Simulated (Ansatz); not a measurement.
H3O3Ta, SMILES [OH][Ta]([OH])[OH] (connectivity only; charge and spin as stated), neutral, multiplicity 3.

The structure is a stationary point at r2SCAN-D4/def2-SVP. The spin state was assumed, not searched. The def2 effective core potentials stand for the cores of Ta; spin–orbit coupling is left out. The values are those of a single conformer.

Two levels are set side by side: PBE/def2-SVPD (Ansatz, an electronic-structure program) and CAM-B3LYP/def2-SVPD (Ansatz). Energy differences of separate SCF runs at the same geometry; the states with an electron removed or added have multiplicity 2 and 2. Differences are taken from unrounded values.

| quantity | CAM-B3LYP | PBE | PBE minus CAM-B3LYP |
|---|---|---|---|
| vertical ionisation energy (eV) | 6.61 | 6.35 | -0.26 |
| vertical electron affinity (eV) | 0.32 | 0.36 | 0.05 |
